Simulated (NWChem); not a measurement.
# KCl; SMILES [Cl][K]

Program: NWChem. Structure relaxed at the PBE0-D3(BJ)/def2-TZVP level. Level PBE/def2-SVP: single points from the atomic guess with DIIS by default; each run changes one setting, and all converged runs end within 0.3 mHa of each other. cgmin counts macro-iterations, each dearer than a DIIS step.

Which setting needs the most SCF iterations, or fails (no DIIS, 40 % damping; core-Hamiltonian guess; occupation smearing of 0.005 Ha; DIIS on 20 Fock matrices; defaults; quadratically convergent solver (cgmin))?

no DIIS, 40 % damping, with 16 against 7 for the defaults.
```tsv
setting	SCF iterations
defaults	7
occupation smearing of 0.005 Ha	7
core-Hamiltonian guess	12
quadratically convergent solver (cgmin)	6
DIIS on 20 Fock matrices	7
no DIIS, 40 % damping	16
```
